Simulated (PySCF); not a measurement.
**Correlation energy of Gd⁵¹⁺ (gadolinium, charge +51)**

[Ne] 3s2 3p1, 2P determinant. Computed with PySCF 2.14 in an uncontracted even-tempered set (16 s from 11 bohr⁻², ratio 2.5; 10 p from 15 bohr⁻², ratio 2.5; 4 d from 58 bohr⁻², ratio 2.7; 4 f from 87 bohr⁻², ratio 2.7), with the non-relativistic Hamiltonian (point nucleus). Frozen: 1s2; 11 electrons correlated; the 17 highest virtual orbitals of each spin left out.

```
  level  correlation energy (mhartree)
   CCSD                        -552.09
    (T)                          -1.74
CCSD(T)                        -553.83
```

Diagnostics: T1 = 0.00089, D1 = 0.0039, largest double amplitude 0.084.

**Question.** Is a single reference adequate?

**Answer.** Mostly. T1 lies below 0.03, but a double amplitude of this size points to a near-degeneracy that CCSD handles and MP2 describes poorly.

At this charge a non-relativistic calculation is a model, useful for the Z dependence of the correlation energy.
